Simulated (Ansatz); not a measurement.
Consider the formal exchange of groups at the Si–O bond: `O[Si](F)(Cl)O[SiH3]` + BH₃ → `B[Si](F)(Cl)O[SiH3]` + H₂O.

Calculated with Ansatz (gas phase, PBE0-D4/def2-TZVP geometries, no zero-point term in ΔE). CCSD(T)/CBS is the MP2 limit (def2-TZVPP, def2-QZVPP) plus CCSD(T) − MP2 in def2-TZVPP, frozen cores. This one scheme is used for every species. DFT in def2-TZVPP. B3LYP here is the variant with VWN-RPA as its local correlation; programs differ in this. One conformer a species, not always the lowest.

CCSD(T)/CBS gives +1.31 eV.

Task: Another level gave +1.57 eV. Which?
A. PBE/def2-TZVPP
B. CCSD/def2-TZVPP
C. B3LYP-D4/def2-TZVPP
D. HF/def2-TZVPP

Result: D. HF/def2-TZVPP 1.57, CCSD/def2-TZVPP 1.37, PBE 1.11, B3LYP-D4 1.31 eV.

Largest T1 diagnostic among the species: 0.011.

From PBE to PBE0 (25 % exact exchange), in def2-TZVPP and without D4, ΔE moves by +0.11 eV. In def2-TZVPP, CCSD(T) changes the Hartree–Fock value by −0.23 eV (the triples alone add −0.03 eV) and MP2 by −0.16 eV.
